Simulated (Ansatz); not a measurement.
FGeH5Si2 (`F[SiH]1[SiH2][GeH2]1`), one more setting.

```yaml
crystal:
  periodic: [false, false, false]
  atoms:
    - {symbol: F, position_ang: [-2.025278, 1.409620, -1.738811]}
    - {symbol: Si, position_ang: [-0.707000, 0.280961, -1.288447]}
    - {symbol: Si, position_ang: [1.268400, 0.821705, 0.283169]}
    - {symbol: Ge, position_ang: [-0.496525, -1.128737, 0.940236]}
    - {symbol: H, position_ang: [-0.292414, -0.639070, -2.609852]}
    - {symbol: H, position_ang: [1.015725, 2.080925, 1.340163]}
    - {symbol: H, position_ang: [2.870182, 0.661216, -0.136453]}
    - {symbol: H, position_ang: [-0.183469, -2.812697, 0.817943]}
    - {symbol: H, position_ang: [-1.350615, -0.725666, 2.372903]}
basis:
  gaussian: {orbitals: def2-TZVPP, nuclear_model: gaussian}
hamiltonian: {xc: {name: CAM-B3LYP}}
accuracy: high
scf: {lower_state_search: light}
output: {forces: true}
```

```sh
$ ansatz run in.yaml --threads 4 --pin off --events-out ev --progress --plain --max-ram 10444MiB
```

Shortened log:

```
Functional definition: CAM-B3LYP
3874 factors; integrals over basis functions are off by at most 5.8e-8 eV
647 factors; integrals over basis functions are off by at most 2.0e-9 eV
mean field evaluation 1: about -75071.8441 eV, gradient 3.9e1 eV
mean field evaluation 2: about -75068.3450 eV, gradient 6.6e1 eV
mean field evaluation 4: about -75074.1427 eV, gradient 2.6e0 eV
mean field evaluation 8: about -75074.2279 eV, gradient 1.8e-1 eV
mean field evaluation 16: about -75074.2281 eV, gradient 1.9e-4 eV
mean field -75074.22809304 eV, -2758.9269952796 hartree, gradient 2.6e-8 eV, S^2 0.000000; 0 other end points of the search recorded, 0 dependent functions left out
reference -75074.22811784 eV, -2758.9269961910 hartree; 37, 37 occupied and 196, 196 virtual orbitals, 3874 factors
Total energy: -75074.22811784 eV, -2758.9269961910 hartree
Atom 0 at    -2.025278     1.409620    -1.738811 Å, force     2.807742    -2.407299     0.870952 eV/Å
Atom 1 at    -0.707000     0.280961    -1.288447 Å, force    -0.766492     0.571914    -0.244843 eV/Å
Atom 2 at     1.268400     0.821705     0.283169 Å, force    -0.472133     0.001889     0.296101 eV/Å
Atom 3 at    -0.496525    -1.128737     0.940236 Å, force     0.225112     0.412848    -0.103755 eV/Å
Atom 4 at    -0.292414    -0.639070    -2.609852 Å, force    -0.651948     1.332115     1.675268 eV/Å
Atom 5 at     1.015725     2.080925     1.340163 Å, force     0.443804    -1.658136    -1.508814 eV/Å
Atom 6 at     2.870182     0.661216    -0.136453 Å, force    -2.155601     0.304541     0.566936 eV/Å
Atom 7 at    -0.183469    -2.812697     0.817943 Å, force    -0.429408     2.036682     0.219258 eV/Å
Atom 8 at    -1.350615    -0.725666     2.372903 Å, force     0.998922    -0.594553    -1.771103 eV/Å
Dipole moment:     0.359180    -0.245275     0.165536 e Å
```

Hardware: 4 threads of an Arm Neoverse V1 on a shared host. Wall time 18 s, peak host memory 1.7 GiB.
